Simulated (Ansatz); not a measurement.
C7H14 (`C=CCCC(C)C`) from Hartree–Fock to CCSD(T)

```xyz
21

C     2.966    0.184   -1.877
C     2.413   -0.274   -0.763
C     0.977   -0.647   -0.607
C     0.272    0.194    0.453
C    -1.158   -0.238    0.764
C    -1.709    0.563    1.935
C    -2.074   -0.114   -0.445
H     4.016    0.449   -1.924
H     2.386    0.308   -2.787
H     3.032   -0.379    0.127
H     0.473   -0.552   -1.572
H     0.908   -1.704   -0.316
H     0.859    0.158    1.379
H     0.271    1.245    0.136
H    -1.128   -1.296    1.061
H    -2.720    0.241    2.197
H    -1.755    1.629    1.686
H    -1.080    0.457    2.823
H    -1.749   -0.743   -1.276
H    -2.103    0.922   -0.800
H    -3.097   -0.406   -0.192
```

Charge 0, multiplicity 1. The structure was optimised at the PBE0-D4/def2-TZVP level. It is one conformer, not always the lowest. Frozen core, restricted reference, Ansatz. CBS rows extrapolate triple and quadruple zeta; past MP2 they add the triple-zeta difference.

```
     basis     HF (Eh)  MP2 corr.
  def2-SVP  -273.01627   -0.99310
def2-TZVPP  -273.31281   -1.20768
def2-QZVPP  -273.32558   -1.28250
```

Q: Estimate the CCSD correlation energy and the (T) correction in each basis where they were run (hartree).

A: 
```tsv
basis	CCSD corr.	(T)
def2-SVP	-1.08375	-0.03483
def2-TZVPP	-1.28122	-0.05297
CBS(def2)	-1.41147	as TZ
```
